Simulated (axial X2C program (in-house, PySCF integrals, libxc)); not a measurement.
**Curves of LaH⁻ by EOM-EA-CCSD**

Computed with an in-house all-electron X2C program for linear molecules (integrals from PySCF): two-component X2C with atomic mean-field Coulomb and Gaunt terms, Gaussian nuclei, basis La dyall-cv3z, H dyall-av3z with contracted cores.

Energies in eV from the lowest point of the lowest state; states are followed by energy order within each Ω. Reference: LaH, 12 electrons correlated in 92 virtual spinors with an MP2 remainder; levels at this size can be off by some tenths of an eV. Masses 138.906 and 1.008 u.

```tsv
R (Å)	(1)Ω=3/2	(1)Ω=1/2	(1)Ω=5/2	(2)Ω=3/2	(2)Ω=1/2
1.913	0.2093	0.2493	0.2869	0.3493	0.3865
1.996	0.0845	0.1414	0.1639	0.2294	0.2798
2.079	0.0186	0.0860	0.0991	0.1789	0.2303
2.173	0.0000	0.0770	0.0818	0.1745	0.2265
2.266	0.0264	0.1094	0.1097	0.2119	0.2634
2.391	0.1117	0.1969	0.1971	0.3074	0.3569
```

Task: Fit the curves (1)Ω=3/2, (1)Ω=5/2, (2)Ω=1/2 near their minima.

Result: At EOM-EA-CCSD from LaH (the fit fixes ωe to about one per cent; ωe of higher roots by this method can be off by ten per cent):

```tsv
state	Te (cm⁻¹)	Re (Å)	ωe (cm⁻¹)
(1)Ω=3/2	0	2.160	1201.5
(1)Ω=5/2	660	2.157	1209.5
(2)Ω=1/2	1800	2.132	1199.2
```

For LaH at CCSD, and between the minima:

Re = 2.037 Å, ωe = 1426.8 cm⁻¹; removing the electron costs 0.383 eV without zero-point terms.

T1 of the reference reaches 0.030 (Lee–Taylor). Curves followed by order can swap character. Number of frozen shells: La 4 s, 3 p, 2 d; H none. Roots with under 60 % one-particle weight at any point are counted in the labels but not shown, and the list ends where the roots sought for some Ω run out; states that need a further excitation are missing and may lie low or lowest. Curves with a minimum but no constants failed the fit check. The closed-shell reference lies 0.19 eV above the lowest PBE0 determinant.
